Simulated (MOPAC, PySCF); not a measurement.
C$_{9}$H$_{10}$BNSi, SMILES `c1cc([SiH3])c(B)c2c1cccn2`, neutral singlet in the gas phase. 

Cartesian coordinates (Å):
SMILES: c1(c(B)c2ncccc2cc1)[SiH3]
```xyz
22

B     -1.0504    -2.2954     0.0420
C     -0.6160    -0.8094     0.0307
C     -1.5951     0.2144    -0.0206
Si    -3.4627    -0.1669    -0.0767
C     -1.2062     1.5853    -0.0335
C      0.1319     1.9507     0.0026
C      1.1532     0.9630     0.0541
C      2.5378     1.2940     0.0913
C      3.4736     0.2764     0.1413
C      3.0057    -1.0683     0.1543
N      1.7294    -1.4142     0.1204
C      0.7828    -0.4324     0.0696
H     -2.2433    -2.5474     0.0091
H     -0.2633    -3.2131     0.0805
H     -3.8549    -0.9377    -1.3055
H     -3.9388    -0.8975     1.1467
H     -4.1592     1.1695    -0.1226
H     -1.9775     2.3703    -0.0731
H      0.4210     3.0146    -0.0082
H      2.8405     2.3533     0.0794
H      4.5530     0.4866     0.1708
H      3.7386    -1.8958     0.1951
```
Charge 0, spin multiplicity 1.

All levels are single points at this geometry (PBE-D3(BJ)/def2-SVP); Pople sets use spherical d functions. Orbital energies aren't observables, and empty levels follow the basis.

B3LYP/3-21G in PySCF gives dipole (D) = 3.91.

Task: Estimate the dipole (D) from each of these levels: PBE-D3(BJ)/def2-TZVP in PySCF; B3LYP/6-311+G** in PySCF; B3LYP/6-31G* in PySCF; B3LYP/LANL2DZ in PySCF; BP86/6-31G* in PySCF; HF/3-21G in PySCF; HF/6-31G* in PySCF; HF/STO-3G in PySCF; AM1 in MOPAC; PM3 in MOPAC; PM6 in MOPAC; PM7 in MOPAC.

Result: 
```csv
level,dipole (D)
PBE-D3(BJ)/def2-TZVP in PySCF,3.84
B3LYP/6-311+G** in PySCF,3.74
B3LYP/6-31G* in PySCF,3.81
B3LYP/LANL2DZ in PySCF,4.02
BP86/6-31G* in PySCF,3.89
HF/3-21G in PySCF,3.92
HF/6-31G* in PySCF,3.79
HF/STO-3G in PySCF,2.68
AM1 in MOPAC,2.37
PM3 in MOPAC,3.12
PM6 in MOPAC,2.67
PM7 in MOPAC,2.75
```
